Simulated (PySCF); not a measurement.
Compound: C7H14GeO.
SMILES with atom numbers: `[CH3:1][C@@H:2]1[CH2:3][C@H:4]([O:5][GeH3:6])[C:7]12[CH2:8][CH2:9]2` (hydrogens: H10, H11, H12 on C1; H13 on C2; H14, H15 on C3; H16 on C4; H17, H18, H19 on Ge6; H20, H21 on C8; H22, H23 on C9)

Structure used (PBE0-D3(BJ)/def2-SVP), in Å, numbered top down from 1:
```
atom  x, y, z in Å
C1    -2.6267   -0.6211    0.1033
C2    -1.2594   -0.6659   -0.5399
C3    -0.1090   -1.3912    0.1981
C4     0.8485   -0.2706   -0.2581
O5     1.7644    0.2580    0.6509
Ge6    3.2780   -0.6204    1.0082
C7    -0.3783    0.5857   -0.5310
C8    -0.4758    1.8655   -1.2853
C9    -0.6542    1.8518    0.2085
H10   -3.3068    0.0527   -0.4425
H11   -2.5623   -0.2650    1.1433
H12   -3.0919   -1.6194    0.1168
H13   -1.3424   -1.0479   -1.5725
H14    0.1221   -2.4304   -0.0808
H15   -0.2487   -1.3244    1.2883
H16    1.3473   -0.5426   -1.2118
H17    2.9562   -1.9369    1.7437
H18    3.9993   -0.9184   -0.3230
H19    4.0814    0.3365    1.8962
H20   -1.3625    2.0250   -1.9066
H21    0.4476    2.2893   -1.6917
H22    0.1591    2.2381    0.8285
H23   -1.6593    2.0128    0.6089
```

Theory: PBE0-D3(BJ)/def2-SVP geometry optimisation, gas phase (PySCF 2.14.0).

Masses are those of the commonest isotopes; rigid-rotor values at the optimised geometry. The values belong to one conformer with, in the numbering `[CH3:1][C@@H:2]1[CH2:3][C@H:4]([O:5][GeH3:6])[C:7]12[CH2:8][CH2:9]2`, C3–C4–O5–Ge6 80°.

(1) Give the principal moments of inertia and the rotational constants in MHz.

(2) What kind of rotor is it?

(3) Is it planar, by Δ = Ic − Ia − Ib?

(4) Give the other two planar moments, Paa and Pbb, and the rms extents of the mass along the axes.

(5) Where do the levels up to J = 4 lie, in K?

(6) Which types of transition are allowed, and where do some lines up to J = 3 fall?

Results:

(1) Ia = 207.67, Ib = 926.60, Ic = 1051.12 u·Å²; 505379 MHz·u·Å²/I gives A = 2434, B = 545.4, C = 480.8 MHz.

(2) A near-prolate asymmetric top: κ = (2 × 545.4 − 2434 − 480.8)/(2434 − 480.8) = -0.93.

(3) Not planar: Δ = Ic − Ia − Ib = -83.15 u·Å². For a rigid frame Δ = −2 Σ m c², so Σ m c² = 41.57 u·Å² lies off the ab plane: 18.11 from hydrogen and 23.47 from heavier atoms. The atom farthest from that plane is 1.59 Å away.

(4) Paa = Σ m a² = (Ib + Ic − Ia)/2 = 885.02 and Pbb = Σ m b² = (Ia + Ic − Ib)/2 = 166.10 u·Å². With the mass M = 188.03 u, the rms extents √(P/M) along a, b and c are 2.17, 0.94, 0.47 Å.

(5) Above 0(0,0), as E/k:
J = 1: 1(0,1) 0.049, 1(1,1) 0.140, 1(1,0) 0.143
J = 2: 2(0,2) 0.148, 2(1,2) 0.235, 2(1,1) 0.245, 2(2,1) 0.516, 2(2,0) 0.516
J = 3: 3(0,3) 0.295, 3(1,3) 0.378, 3(1,2) 0.397, 3(2,2) 0.664, 3(2,1) 0.665, 3(3,1) 1.125, 3(3,0) 1.125
J = 4: 4(0,4) 0.491, 4(1,4) 0.569, 4(1,3) 0.600, 4(2,3) 0.861, 4(2,2) 0.862, 4(3,2) 1.322, 4(3,1) 1.322, 4(4,1) 1.967, 4(4,0) 1.967

(6) The dipole components are |μa| = 0.45 D, |μb| = 0.87 D, |μc| = 0.58 D. The squared components, which scale the intensities, stand as 0.27 : 1.00 : 0.44 (a : b : c). Some lines, for components of 0.1 D or more:

```tsv
type	branch	J(Ka,Kc)	MHz	lower level (cm⁻¹)
c	Q	2(1,2) ← 2(0,2)	1825	0.103
b	Q	2(1,1) ← 2(0,2)	2019	0.103
a	R	2(0,2) ← 1(0,1)	2051	0.034
b	Q	3(1,2) ← 3(0,3)	2121	0.205
b	R	1(1,1) ← 0(0,0)	2914	0.000
c	R	1(1,0) ← 0(0,0)	2979	0.000
a	R	3(2,1) ← 2(2,0)	3085	0.359
b	R	3(1,3) ← 2(0,2)	4806	0.103
c	Q	3(2,2) ← 3(1,2)	5568	0.276
b	Q	3(2,1) ← 3(1,2)	5577	0.276
c	Q	2(2,1) ← 2(1,1)	5664	0.170
b	Q	2(2,1) ← 2(1,2)	5858	0.164
b	R	2(2,1) ← 1(1,0)	7781	0.099
b	R	3(2,2) ← 2(1,1)	8743	0.170
c	R	3(2,1) ← 2(1,1)	8751	0.170
c	R	3(2,2) ← 2(1,2)	8937	0.164
b	Q	3(3,0) ← 3(2,1)	9595	0.462
```

Whether it is a minimum is left open (no frequencies). Zero-point vibration and centrifugal distortion are left out. A rigid rotor knows nothing of internal rotation, which can split or shift real lines.
